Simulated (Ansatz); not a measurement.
Reactions of C₂H₆O₂Si (`OC=C[SiH2]O`).

Computed with Ansatz on PBE0-D4/def2-TZVP structures; ΔE is electronic, products minus reactants. CCSD(T)/CBS adds triple-zeta CCSD(T) − MP2 to the extrapolated MP2 energy (def2 sets, frozen cores). This one scheme is used for every species. Double bonds are as drawn, so ΔE can hold a change between cis and trans. Each species was taken in one conformer, which may not be the lowest.

Question: Order these by ΔE at CCSD(T)/CBS, lowest first. (An estimate is asked.)
A. `O/C=C/[SiH2]O` → `[SiH3]OC1CO1`
B. `O/C=C/[SiH2]O` + H₂ → `O/C=C/[SiH3]` + H₂O
C. `O/C=C/[SiH2]O` + BH₃ → `B[SiH2]/C=C/O` + H₂O
D. `O/C=C/[SiH2]O` → `CC(=O)O[SiH3]`
E. `O/C=C/[SiH2]O` + H₂ → `C=C[SiH2]O` + H₂O
F. `O/C=C/[SiH2]O` → `C1OC[SiH2]O1`
G. `O/C=C/[SiH2]O` → `O=CC[SiH2]O`
H. `O/C=C/[SiH2]O` + HCl → `O/C=C/[SiH2]Cl` + H₂O

Answer: E (-0.73 eV), D (-0.48 eV), G (-0.35 eV), H (-0.09 eV), F (+0.51 eV), B (+0.72 eV), C (+1.21 eV), A (+1.42 eV).

Largest T1 diagnostic: 0.014, for `CC(=O)O[SiH3]`.
